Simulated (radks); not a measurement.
The numbers below are computed, except where a source is named.
Species: Au-. Configuration: [Hg]. Code: a radial shooting solver on a logarithmic mesh with Libxc functionals. Model: scalar-relativistic Kohn-Sham, PBEsol, spin-polarised, spherical densities, finite nucleus; Fermi nuclear charge, rms radius 5.4371 fm; Watson sphere of charge +1 and radius 4.07 bohr.

Radial electron density D(r) = 4 pi r^2 rho(r):

| r (bohr) | D(r) (e/bohr) |
|---|---|
| 0.0007405 | 6.604 |
| 0.001012 | 10.55 |
| 0.001371 | 16.38 |
| 0.001858 | 24.91 |
| 0.002538 | 37.22 |
| 0.00344 | 52.96 |
| 0.0047 | 72.14 |
| 0.00637 | 91.02 |
| 0.008702 | 105.5 |
| 0.01179 | 109.4 |
| 0.01598 | 103.2 |
| 0.02184 | 97.06 |
| 0.02959 | 107.9 |
| 0.04043 | 135.8 |
| 0.05479 | 147.7 |
| 0.07426 | 126.6 |
| 0.1014 | 117.0 |
| 0.1375 | 136.8 |
| 0.1878 | 113.6 |
| 0.2546 | 75.74 |
| 0.345 | 87.50 |
| 0.4713 | 73.74 |
| 0.6388 | 36.31 |
| 0.8727 | 22.48 |
| 1.183 | 15.82 |
| 1.616 | 8.075 |
| 2.19 | 3.709 |
| 2.968 | 1.618 |
| 4.054 | 0.5521 |
| 5.495 | 0.1154 |
| 7.507 | 0.01102 |
| 10.17 | 0.0004145 |

D(r) has 4 maxima, at r = 0.0112, 0.0522, 0.144, 0.377 bohr, and minima at 0.0218, 0.0929, 0.265 bohr, inside which lie 1.89, 10.99, 29.93 electrons.
